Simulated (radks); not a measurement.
Excited configurations of neutral caesium: one electron is placed in a higher orbital outside [Xe]. The ground configuration is [Xe] 6s1. Calculated with a radial shooting solver on a logarithmic mesh with Libxc functionals: Dirac Kohn-Sham, PBE, spin-unpolarised, spherical densities, finite nucleus; open shells fill j = l - 1/2 first; Fermi nuclear charge, rms radius 4.8041 fm. Excitation = E - E(ground); binding = E(ion) - E, where the ion is the core of charge +1; n* = 1/sqrt(2 binding) in atomic units, and the quantum defect is n - n*.

outer orbital  excitation (eV)  binding (eV)     n*  eigenvalue (eV)
4f5/2                    2.951         0.912  3.863           -0.434
5f5/2                    3.232         0.631  4.643           -0.366
6p1/2                    1.320         2.543  2.313           -1.310
6d3/2                    2.555         1.308  3.226           -0.687
7s1/2                    2.086         1.776  2.768           -1.074
7p1/2                    2.503         1.360  3.163           -0.802

The Delta-SCF ionisation energy is 3.863 eV (NIST Atomic Spectra Database: 3.894 eV, measured). Self-interaction in the functional shifts the binding energies and quantum defects, so they are the method's values and not measured ones. Spin polarisation and multiplet splitting are left out, so open shells lie too high by an amount that depends on their filling.

Beside tabulated values, note that spin-unpolarised runs miss the spin-polarisation part of the exchange energy of open shells.
